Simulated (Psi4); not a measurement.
boron monoxide dimer (B$_{2}$O$_{2}$), singlet, geometry from GFN2-xTB; HF/6-31G** (Psi4 1.11).

The Psi4 input:
```
memory 2 GB

molecule {
0 1
O    -0.00000000   -0.00000000   -1.99737313
B    -0.00000000   -0.00000000   -0.80940457
B     0.00000000    0.00000000    0.80940457
O     0.00000000    0.00000000    1.99737313
}

set {
  basis 6-31g**
}

energy('scf')
print_variables()
```

Output, abridged:

```
   => Loading Basis Set <=

    Name: 6-31G**
    Role: ORBITAL
    Keyword: BASIS

         ---------------------------------------------------------
                                   SCF
               by Justin Turney, Rob Parrish, Andy Simmonett
                          and Daniel G. A. Smith
                              RHF Reference
         ---------------------------------------------------------

  ==> Geometry <==

    Molecular point group: d2h
    Full point group: D_inf_h

    Geometry (in Angstrom), charge = 0, multiplicity = 1:

       Center              X                  Y                   Z               Mass
    ------------   -----------------  -----------------  -----------------  -----------------
         O            0.000000000000     0.000000000000    -1.997373130000    15.994914619570
         B            0.000000000000     0.000000000000    -0.809404570000    11.009305360000
         B            0.000000000000     0.000000000000     0.809404570000    11.009305360000
         O            0.000000000000     0.000000000000     1.997373130000    15.994914619570

  Running in d2h symmetry.

  Rotational constants: A = ************  B =      0.11868  C =      0.11868 [cm^-1]
  Rotational constants: A = ************  B =   3557.78983  C =   3557.78983 [MHz]
  Nuclear repulsion =   67.368904415018477

  Charge       = 0
  Multiplicity = 1
  Electrons    = 26
  Nalpha       = 13
  Nbeta        = 13

  ==> Algorithm <==

  SCF Algorithm Type is DF.
  DIIS enabled.
  MOM disabled.
  Fractional occupation disabled.
  Guess Type is SAD.
  Energy threshold   = 1.00e-06
  Density threshold  = 1.00e-06
  Integral threshold = 1.00e-12

  ==> Primary Basis <==

  Basis Set: 6-31G**
    Blend: 6-31G**
    Number of shells: 24
    Number of basis functions: 60
    Number of Cartesian functions: 60
    Spherical Harmonics?: false
    Max angular momentum: 2

   => Loading Basis Set <=

    Name: (6-31G** AUX)
    Role: JKFIT
    Keyword: DF_BASIS_SCF

  ==> Integral Setup <==

  SCF_SUBTYPE=INCORE selected. In-core MEM_DF algorithm will be used.
  Using in-core AOs.

  ==> MemDFJK: Density-Fitted J/K Matrices <==

    J tasked:                   Yes
    K tasked:                   Yes
    wK tasked:                   No
    Algorithm:                 Core
    Schwarz Cutoff:           1E-12
    Mask sparsity (%):       1.7778
    Fitting Condition:        1E-10

   => Auxiliary Basis Set <=

  Basis Set: (6-31G** AUX)
[...]
   @DF-RHF iter   2:  -199.00569247876871   -1.41653e-02   2.67260e-02 ADIIS/DIIS
   @DF-RHF iter   3:  -199.18286848925953   -1.77176e-01   8.20656e-04 ADIIS/DIIS
   @DF-RHF iter   4:  -199.18323696865690   -3.68479e-04   2.31159e-04 ADIIS/DIIS
   @DF-RHF iter   5:  -199.18326036461804   -2.33960e-05   4.80764e-05 DIIS
   @DF-RHF iter   6:  -199.18326184720229   -1.48258e-06   1.13861e-05 DIIS
   @DF-RHF iter   7:  -199.18326191793457   -7.07323e-08   2.61059e-06 DIIS
   @DF-RHF iter   8:  -199.18326192236850   -4.43393e-09   3.63249e-07 DIIS
  Energy and wave function converged.

  ==> Post-Iterations <==

    Orbital Energies [Eh]
    ---------------------

    Doubly Occupied:

[...]
       1B3g   -0.535571

    Virtual:

[...]
    Final Occupation by Irrep:
             Ag   B1g   B2g   B3g    Au   B1u   B2u   B3u
    DOCC [     5,    0,    1,    1,    0,    4,    1,    1 ]
    NA   [     5,    0,    1,    1,    0,    4,    1,    1 ]
    NB   [     5,    0,    1,    1,    0,    4,    1,    1 ]

  @DF-RHF Final Energy:  -199.18326192236850

   => Energetics <=

    Nuclear Repulsion Energy =             67.3689044150184770
    One-Electron Energy =                -406.1178486163506136
    Two-Electron Energy =                 139.5656822789636635
    Total Energy =                       -199.1832619223685015

Computation Completed

Properties will be evaluated at   0.000000,   0.000000,   0.000000 [a0]

Properties computed using the SCF density matrix

 Multipole Moments:

 ------------------------------------------------------------------------------------
     Multipole            Electronic (a.u.)      Nuclear  (a.u.)        Total (a.u.)
 ------------------------------------------------------------------------------------

 L = 1.  Multiply by 2.5417464519 to convert [e a0] to [Debye]
 Dipole X            :          0.0000000            0.0000000            0.0000000
 Dipole Y            :          0.0000000            0.0000000            0.0000000
 Dipole Z            :          0.0000000           -0.0000000           -0.0000000
 Magnitude           :                                                    0.0000000

 ------------------------------------------------------------------------------------

  Variable Map:
  ----------------------------------------------------------------------------
[...]
  Array Variable Map:
  ----------------------------------------------------------------------------
[...]
[...]
```
